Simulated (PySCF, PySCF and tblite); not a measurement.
A run on one conformer of H8Si4, numbered as in [SiH2:1]1[SiH2:2][SiH2:3][SiH2:4]1, from an ensemble study. The sound level was CAM-B3LYP/pcSseg-1 (IEF-PCM, acetonitrile) on GFN2-xTB geometries.

Input:

```
{"job": {"xc": "CAM-B3LYP", "basis": "pcSseg-1", "solvent": "acetonitrile", "scf": {"max_cycle": 87}, "kind": "nmr", "pop": false}, "charge": 0, "multiplicity": 1}
Si    -0.000029    -1.311498     0.724223
Si    -1.498817    -0.007617    -0.017133
Si     0.000564     1.315853    -0.720256
Si     1.499573     0.003458     0.004834
H     -0.009258    -1.525599     2.029137
H      0.007099    -2.537632     0.229466
H     -2.304974    -0.512375    -0.936013
H     -2.344371     0.482655     0.873455
H      0.007528     1.553232    -2.020847
H     -0.006165     2.532422    -0.202088
H      2.323831     0.501443     0.910992
H      2.326099    -0.494959    -0.899195
```

Command: OMP_NUM_THREADS=1 python ens_run.py task.json out

Output:

```
final grid: 90680 points
cycle   1  E = -1162.5636316586  dE =  1.196e+00  |g| = 1.382e-01  |ddm| = 3.418e+00
cycle   2  E = -1162.5722608414  dE = -8.629e-03  |g| = 3.951e-02  |ddm| = 4.395e-01
cycle   3  E = -1162.5727769294  dE = -5.161e-04  |g| = 2.414e-02  |ddm| = 1.182e-01
cycle   4  E = -1162.5729671855  dE = -1.903e-04  |g| = 1.658e-03  |ddm| = 3.470e-02
cycle   5  E = -1162.5729688413  dE = -1.656e-06  |g| = 4.729e-04  |ddm| = 6.660e-03
cycle   6  E = -1162.5729689311  dE = -8.976e-08  |g| = 8.236e-05  |ddm| = 1.542e-03
cycle   7  E = -1162.5729689351  dE = -4.057e-09  |g| = 1.261e-05  |ddm| = 3.363e-04
cycle   8  E = -1162.5729689352  dE = -1.071e-10  |g| = 1.484e-06  |ddm| = 8.143e-05
converged SCF energy = -1162.5729689352

GIAO shielding tensors (ppm)
atom      isotropic    diamagn.    paramagn.     s11        s22        s33       span
  0 Si     503.069     883.886    -380.817    467.953    495.113    546.141     78.188
  1 Si     503.081     883.887    -380.806    468.021    495.204    546.018     77.998
  2 Si     503.120     883.892    -380.772    468.279    495.144    545.938     77.658
  3 Si     503.062     883.885    -380.823    468.297    495.089    545.799     77.502
  4 H       30.852      32.695      -1.843     27.082     27.806     37.668     10.585
  5 H       30.864      32.680      -1.815     27.041     27.792     37.760     10.719
  6 H       30.850      32.696      -1.846     27.085     27.806     37.659     10.574
  7 H       30.864      32.675      -1.811     27.038     27.788     37.766     10.728
  8 H       30.866      32.686      -1.820     27.044     27.795     37.758     10.715
  9 H       30.854      32.696      -1.841     27.080     27.807     37.676     10.596
 10 H       30.860      32.681      -1.821     27.045     27.792     37.744     10.699
 11 H       30.853      32.689      -1.836     27.075     27.803     37.681     10.606
```

Question: What is wrong with this calculation, and what did it do to the result?

Answer: The setting at fault: coordinates scaled (wrong unit or factor). Self-consistency was reached. Shieldings averaged over the conformers (ppm), as run and sound:
| atoms | as run | sound |
| --- | --- | --- |
| Si1/Si2/Si3/Si4 | 503.1 | 430.0 |
| H1/H2/H3/H4 | 30.9 | 27.8 |
